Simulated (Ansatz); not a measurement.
`NCC[SiH2]F` and `NCCCF` differ in one atom or group.

Ansatz, PBE0-D4/def2-TZVP geometries, multiplicity 1. Each molecule was computed in one conformer, which needn't be the lowest.

```
                                        property  `NCC[SiH2]F`
         HOMO–LUMO gap (ωB97M-V/def2-TZVPP) / eV         11.57
           HOMO–LUMO gap (B3LYP/def2-TZVPP) / eV          7.01
size of the dipole moment (B3LYP/def2-TZVPP) / D          1.21
              LUMO energy (PBE0/def2-TZVPP) / eV          0.44
             LUMO energy (B3LYP/def2-TZVPP) / eV          0.20
              HOMO energy (PBE0/def2-TZVPP) / eV         -7.04
```

Question: Give the same properties after the change, and the shifts. (Best estimate.)

Answer: Computed: 
| property | `NCCCF` | shift |
| --- | --- | --- |
| HOMO–LUMO gap (ωB97M-V/def2-TZVPP) / eV | 11.86 | 0.29 |
| HOMO–LUMO gap (B3LYP/def2-TZVPP) / eV | 7.44 | 0.43 |
| size of the dipole moment (B3LYP/def2-TZVPP) / D | 2.64 | 1.43 |
| LUMO energy (PBE0/def2-TZVPP) / eV | 0.97 | 0.53 |
| LUMO energy (B3LYP/def2-TZVPP) / eV | 0.60 | 0.40 |
| HOMO energy (PBE0/def2-TZVPP) / eV | -7.06 | -0.02 |

Dipoles are sizes alone; their direction can turn.

B3LYP here is the variant with VWN-RPA as its local correlation; programs differ in this.
